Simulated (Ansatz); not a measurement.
Species: sum formula Si$_{2}$H$_{2}$F$_{3}$ (charge -1, singlet). It need not be the lowest isomer of its formula. Whether it binds its extra electron was not tested at this geometry. 
Coordinates optimised at B3LYP-D3(BJ)/def2-TZVP (Ansatz, a first-principles code):
```xyz
7

F     -2.2844     0.8921    -0.5532
Si    -1.3088    -0.2179     0.1943
Si     1.0769    -0.0823    -0.5445
F      1.5270    -1.3932     0.4184
F      1.5259     1.1449     0.5150
H     -1.9753    -1.5268    -0.1665
H     -1.6950    -0.0645     1.6491
```
Charge -1, spin multiplicity 1.

Total electronic energies in hartree. Correlated levels leave the core frozen unless marked. No spin-orbit coupling. No relativistic terms. CBS marks a two-point X^-3 extrapolation of the correlation energy; Hartree-Fock from the larger set. The bracket is a focal-point correction in the basis named.

| level | program | energy (Eh) |
|---|---|---|
| HF/cc-pV(Q+d)Z | Ansatz | -877.71459 |
| wB97M-V/def2-TZVPD | Ansatz | -879.97812 |
| MP2/cc-pwCVTZ | Ansatz | -878.69938 |
| SCS-MP2/cc-pV(T+d)Z | Ansatz | -878.65724 |
| SCS-MP2/cc-pVTZ | Ansatz | -878.65000 |
| CCSD/6-31G | Ansatz | -877.81745 |
| CCSD/aug-cc-pV(D+d)Z | Ansatz | -878.43866 |
| RI-MP2/CBS(aug-cc-pV(T+d)Z,aug-cc-pV(Q+d)Z)+[CCSD(T)-MP2]/aug-cc-pV(Q+d)Z | Ansatz | -878.9337 |
| CCSD(T)/CBS(aug-cc-pV(T+d)Z,aug-cc-pV(Q+d)Z) | Ansatz | -878.9307 |

Totals of different functionals don't rank their quality; only differences between species are comparable.
